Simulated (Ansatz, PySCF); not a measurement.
This PySCF input computes a r2SCAN/def2-TZVPD energy:

```python
from pyscf import gto, scf, dft

mol = gto.M(
    atom='''
    B     0.95831041   -0.14168356    0.02118926
    O     1.42895727   -0.36712114   -1.10614543
    Cl   -0.95430648    0.21443452    0.51430689
    ''',
    basis='def2-tzvpd',
    charge=-1,
    spin=1,
    verbose=4,
)

mf = dft.UKS(mol, xc='r2scan').density_fit(auxbasis='def2-universal-jkfit')
mf.grids.level = 4
mf.conv_tol = 1e-9
mf.max_cycle = 100
mf.max_memory = 1500
mf.kernel()
if not mf.converged:
    mf = mf.newton()
    mf.kernel(mf.make_rdm1())
for _ in range(2):
    mo, _, stable, _ = mf.stability(return_status=True)
    if stable:
        break
    mf.kernel(mf.make_rdm1(mo, mf.mo_occ))
mf.analyze()
```

**Question.** Write an input for the same energy in Ansatz (a quantum-chemistry and plane-wave program) and say what it gives.

**Answer.** 
Ansatz 0.2 input:
```yaml
crystal:
  periodic: [false, false, false]
  atoms:
    - {symbol: B, position_ang: [0.95831041, -0.14168356, 0.02118926]}
    - {symbol: O, position_ang: [1.42895727, -0.36712114, -1.10614543]}
    - {symbol: Cl, position_ang: [-0.95430648, 0.21443452, 0.51430689]}
basis:
  gaussian:
    orbitals: def2-TZVPD
hamiltonian:
  xc: {name: r2SCAN}
total_charge: -1
magnetization: {spin_polarized: true, initial_magnetization: 1}
output: {forces: true}
```
It gives -560.33393 Eh, and PySCF -560.33395 Eh, a difference of 0.02 mEh, from the treatment of integrals and grids.
